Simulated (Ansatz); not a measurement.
Strength of the Ge–C bond: C3H5FGe → C2H2FGe + CH3

Species: C3H5FGe `C#[C][GeH]([CH3])[F]`, singlet; C2H2FGe `C#[C][GeH][F]`, doublet; CH3 (methyl radical) `[CH3]`, doublet. 

Shapes, held fixed at every level: PBE0-D4/def2-TZVP. Programs: Ansatz 0.2.0. The zero-point and thermal change to 298 K, harmonic and unscaled (PBE0-D4/def2-TZVP), is -16.5 kJ/mol.

(1) Estimate ΔH(298 K) of this reaction.

## Answers

(1) The highest level, CCSD(T)/def2-TZVPP, gives ΔH(298 K) = +351.8 kJ/mol; the levels span +323.0 to +392.7. The column of differences is taken from that level and isn't an error. No measured value is set beside it here. Spin contamination: C2H2FGe (⟨S²⟩ up to 0.80). Open shells run unrestricted. Relativity is left out for Ge. Outer-core shells of Ge are correlated, in sets that cover them unevenly.

| level | kind | ΔH(298 K) (kJ/mol) | less CCSD(T)/def2-TZVPP |
| --- | --- | --- | --- |
| MP2/def2-SVP | perturbation theory | +360.2 | +8.4 |
| SPW92/def2-TZVPP | LDA | +392.7 | +40.9 |
| PBE-D4/def2-TZVPP | GGA | +334.3 | -17.5 |
| B3LYP-D4/def2-TZVPP | global hybrid | +326.9 | -24.9 |
| BHLYP-D4/def2-TZVPP | global hybrid | +328.5 | -23.3 |
| PBE0-D4/def2-TZVPP | global hybrid | +338.7 | -13.1 |
| r2SCAN0-D4/def2-TZVPP | global hybrid | +323.0 | -28.8 |
| CCSD(T)/def2-TZVPP | coupled cluster or CI | +351.8 | 0.0 |
